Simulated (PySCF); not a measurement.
## Polarisability and C₆ of Mg⁺ (magnesium, charge +1)

[Ne] 3s1, 2S determinant. Computed with PySCF 2.14 in ANO-RCC-VTZP (5s4p2d1f, 34 functions), with the spin-free X2C one-electron Hamiltonian (Gaussian nucleus). Coupled (time-dependent) response in atomic units; α is the mean over directions. The basis has no added diffuse functions, which lowers α and C₆.

```json
{"method": "UHF", "mean α (bohr³)": "38.36", "C₆ (like pair)": "175.4", "S(−4)": "1561"}
{"method": "PBE", "mean α (bohr³)": "33.08", "C₆ (like pair)": "139.7", "S(−4)": "1184"}
{"method": "PBE0", "mean α (bohr³)": "34.63", "C₆ (like pair)": "149.7", "S(−4)": "1291"}
{"method": "TPSS", "mean α (bohr³)": "36.28", "C₆ (like pair)": "161.2", "S(−4)": "1405"}
{"method": "LC-wPBE", "mean α (bohr³)": "37.87", "C₆ (like pair)": "170.9", "S(−4)": "1549"}
```

S(−4) is the Cauchy moment in α(ω) = α(0) + S(−4) ω² + …

α(iu) at PBE:

```
u (hartree)  α(iu) (bohr³)
          0          33.08
     0.0500          30.37
      0.100          24.39
      0.200          13.74
      0.300          8.063
      0.500          3.631
      0.750          1.895
       1.00          1.227
       1.50         0.7082
       2.00         0.5015
       3.00         0.3220
       5.00         0.1870
```

For an ion, C₆ is the dispersion term alone; charge-induced terms of lower order in 1/R come first.
